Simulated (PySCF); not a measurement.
A side-by-side comparison of computed properties.

First species: 1,4-cyclohexanedione, C6H8O2.
SMILES: `O=C1CCC(=O)CC1`

Second species: GaCl2Me, CH3Cl2Ga.
Geometry (PBE0-D3(BJ)/def2-SVP, Å), atoms numbered from 1 in this order:
```xyz
7
CH3Cl2Ga angstrom
Ga     0.4674    0.8073    0.0019
Cl     2.6113    0.9084    0.0274
Cl    -0.4752    2.7350   -0.0568
C     -0.5127   -0.8699    0.0147
H     -0.5972   -1.2401   -1.0185
H     -1.5224   -0.7225    0.4214
H      0.0288   -1.6183    0.6099
```

Levels: wB97X-D/def2-SVPD for HOMO energy, LUMO energy, HOMO–LUMO gap and static isotropic polarisability; TDDFT wB97X-D/def2-SVPD for lowest singlet excitation; TDA wB97X-D/def2-SVPD for lowest triplet excitation (Tamm–Dancoff). Geometries: PBE0-D3(BJ)/def2-SVP. Each structure is a single optimised conformer of the isolated species, non-relativistic unless stated. Electronic properties by PySCF.

**Question.** Which of the two has the higher T1 energy, and by how much?

**Answer.** The second: 6.10 eV against 3.86 eV, a difference of 2.24 eV.

**Question.** Which of the two has the higher static isotropic polarisability, and by how much?

**Answer.** The first: 72.0 au against 66.8 au, a difference of 5.2 au.

**Question.** Which has the higher LUMO energy?

**Answer.** The first: 0.90 eV against 0.36 eV, a difference of 0.54 eV.

**Question.** Which has the higher HOMO energy?

**Answer.** The first: -9.42 eV against -10.77 eV, a difference of 1.35 eV.

**Question.** Which has the higher HOMO–LUMO gap?

**Answer.** The second: 11.13 eV against 10.32 eV, a difference of 0.81 eV.

**Question.** Which has the higher S1 energy?

**Answer.** The second: 6.34 eV against 4.38 eV, a difference of 1.96 eV.

On the first: The polarisability is 10.67 Å³ as a volume (1 au = 0.148185 Å³), or 1.20 au for each of the 60 electrons. S1 lies 5.94 eV below the HOMO–LUMO gap; its leading configuration is HOMO→LUMO, weight 0.37, beside HOMO−1→LUMO+1, weight 0.33.

On the second: The vertical singlet–triplet gap S1 − T1 is 0.24 eV (TDDFT singlet less Tamm–Dancoff triplet; S1: HOMO→LUMO, weight 0.95; T1: HOMO→LUMO, weight 0.96). S1 lies 4.79 eV below the HOMO–LUMO gap; its leading configuration is HOMO→LUMO, weight 0.95. The calculation is non-relativistic and has no spin–orbit coupling, an omission that weighs most on gallium.
